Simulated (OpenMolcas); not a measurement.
Co2+: Racah parameters, the spin-orbit constant, worked from levels

```json
{"Program": "OpenMolcas 26.06", "Basis": "ANO-R1 [5s3p2d1f]", "Scalar Hamiltonian": "X2C, finite nucleus", "Active space": "7 electrons in 6 orbitals (3d 4s)", "State averaging": "2S+1 = 4 even, 50 roots; 2S+1 = 6 even, 5 roots kept (CI in the orbitals of an earlier block); 2S+1 = 2 even, 103 roots kept (CI in the orbitals of an earlier block)", "Spin-orbit coupling": "RASSI with atomic mean-field integrals over the reference wave functions, term energies averaged over their components"}
```

Methods: CASSCF; MS-CASPT2, IPEA 0.25 Eh, imaginary shift 0.1 Eh (closed shells correlated: 3s 3p). Measured levels: Sugar and Corliss, J. Phys. Chem. Ref. Data 10, 1097 (1981).

**Racah parameters.** Above ⁴F, d7 has ⁴P at 15B, ²G at 4B + 3C and ²H at 9B + 3C. The first two fix B and C, and the third tests them; where it misses by thousands of cm-1, two parameters do not describe the configuration (Trees and configuration-interaction terms are left out) and B and C hang on the terms chosen. Term energies are centres of gravity, weighted by 2J + 1.

| Source | ⁴P | ²G | B | C | C/B | ²H from B, C | ²H found |
| --- | --- | --- | --- | --- | --- | --- | --- |
| CASSCF | 19767 | 19981 | 1318 | 4903 | 3.72 | 26571 | 26695 |
| MS-CASPT2 | 15741 | 16906 | 1049 | 4236 | 4.04 | 22149 | 23433 |
| measured | 14561 | 16510 | 971 | 4209 | 4.33 | 21366 | 22227 |

Energies in cm-1. From CASSCF to MS-CASPT2, B changes by -20.4 % and C by -13.6 %. Against the measured terms, MS-CASPT2 has B off by +8.0 % and C by +0.6 %.

**The spin-orbit constant.** For the Hund term ⁴F of d7, E(J) = (A/2) J(J+1) + constant and ζ = -2S·A = -3A. From J = 3/2 to J = 9/2 the energy changes by 10.5 A.

```
   Source  E(9/2) - E(3/2)       A    ζ
   CASSCF          -2068.4  -197.0  591
MS-CASPT2          -2061.3  -196.3  589
 measured          -1866.8  -177.8  533
```

All in cm-1. MS-CASPT2 is off by +10.4 % and CASSCF by +10.8 %. Both methods take the spin-orbit matrix elements from the reference wave functions, so the second can move ζ only through the term energies and any multistate remixing. Second-order mixing with other terms is absorbed into this ζ.

Term energies are means over components that CASPT2 splits; among the terms shown or strongly mixed into the levels shown the widest spread is 2200 cm-1 (3d⁷ ⁴F, MS-CASPT2). Terms from blocks run as CI alone lack orbitals of their own. Without dynamic correlation excited terms often stand tens of per cent too high (terms of higher spin than the ground term too low), and those without a measured partner can miss by more than the paired ones (holds for CASSCF). Blocks of more than 70 roots (2S+1 = 2 even) ran without multistate coupling (holds for MS-CASPT2). Measured partners are found by configuration, term and J. A level has none where our copy of the source lacks it or the pairing is in doubt (some pairs that miss far off the trend of their configuration count as doubtful), and it then counts in no deviation. Only configurations of the active space appear.
